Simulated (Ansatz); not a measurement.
System: CH$_{3}$OSi, charge 0, doublet. CH3OSi (SMILES O=C[SiH2], doublet).
B3LYP-D3(BJ)/def2-TZVP minimum from Ansatz (a first-principles code):
```xyz
6

O      1.5004     0.6178     0.4477
C      0.8045    -0.0191    -0.3135
Si    -1.0697    -0.2075    -0.0821
H      1.2537    -0.4988    -1.2120
H     -1.5935    -1.4765    -0.6443
H     -1.5149     0.0531     1.3046
```
Charge 0, spin multiplicity 2.

Total energies in cc-pV(D+d)Z, 17 correlated electrons, 7 frozen orbitals. Open shells are spin-unrestricted; no spin-orbit coupling. Cores are frozen in correlated methods. No relativity. The UHF reference of CH3OSi (O=C[SiH2], doublet) is spin-contaminated (<S^2> up to 0.11 over the pure value in the sets run).

| method | program | energy (Eh) | minus CCSDT(Q) (mEh) |
|---|---|---|---|
| HF | Ansatz | -403.35352 | 440.59 |
| MP2 | Ansatz | -403.73794 | 56.16 |
| CCSD | Ansatz | -403.77752 | 16.59 |
| CCSD(T) | Ansatz | -403.79121 | 2.90 |
| CCSDT(Q) | Ansatz | -403.79411 | 0.00 |

Rough core times of Ansatz's runs on a shared machine: CCSD(T) 20 s, CCSDT(Q) 20 min.
